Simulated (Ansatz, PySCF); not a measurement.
Ansatz (a quantum-chemistry and plane-wave program) was given this input:
Ansatz 0.2 input:
```yaml
crystal:
  periodic: [false, false, false]
  atoms:
    - {symbol: Y, position_ang: [0.00000000, 0.00000000, 0.00000000]}
basis:
  gaussian:
    orbitals: def2-SVP
hamiltonian:
  xc: cam_b3lyp
magnetization: {spin_polarized: true, initial_magnetization: 1}
accuracy: high
```

**Question.** Write the same job for PySCF.

**Answer.** This is not unique; one that fits is 
```python
from pyscf import gto, scf, dft

mol = gto.M(
    atom='''
Y     0.000000    0.000000    0.000000
''',
    basis='def2-svp',
    ecp={'Y': 'def2-svp'},
    charge=0,
    spin=1,
    verbose=4,
)

mf = dft.UKS(mol)
mf.xc = 'camb3lyp'
mf.grids.atom_grid = (99, 590)
mf.grids.prune = None
mf.kernel()
```

Both were run: Ansatz gave -38.173019 Eh and PySCF -38.173019 Eh, 0.000 mEh apart.
